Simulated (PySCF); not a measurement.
Species: C₄H₉BN₂.
SMILES: `C#CB(N)N(C)C`

Torsions of this conformer, `[CH:1]#[C:2][B:3]([NH2:4])[N:5]([CH3:6])[CH3:7]`: C2–B3–N5–C6 -4°, H–N4–B3–C2 176°, H–N4–B3–C2 -1°.

The closed-shell ground state was solved at several levels (PySCF, density fitting, gas phase, non-relativistic). Isolated species at its PBE0-D3(BJ)/def2-SVP geometry, gas phase.

```
             level  basis functions  HOMO (eV)  LUMO (eV)  gap (eV)  dipole (D)
CAM-B3LYP/pcSseg-1              164      -7.64       1.42      9.06        1.26
       B3LYP/pcJ-1              279      -6.07       0.08      6.15        1.29
 wB97X-D/def2-SVPD              212      -8.26       1.87     10.13        1.18
```

Q: Estimate the row for PBE0/pcSseg-1, a basis of 164 functions; the other rows only guide the guess.

A: HOMO -6.30 eV, LUMO 0.27 eV, gap 6.57 eV, dipole 1.29 D.

Q: Over all these levels, which gives the widest orbital gap and which the narrowest?

A: wB97X-D/def2-SVPD (range-separated hybrid) has the widest, 10.13 eV, and B3LYP/pcJ-1 (global hybrid, 20 % exact exchange) the narrowest, 6.15 eV. Functional and basis both differ between the two, so the spread mixes both effects.

Q: How far do the dipole and the HOMO energy spread over the levels?

A: The dipole runs from 1.18 to 1.29 D (mean 1.26 D) and the HOMO from -8.26 to -6.07 eV.
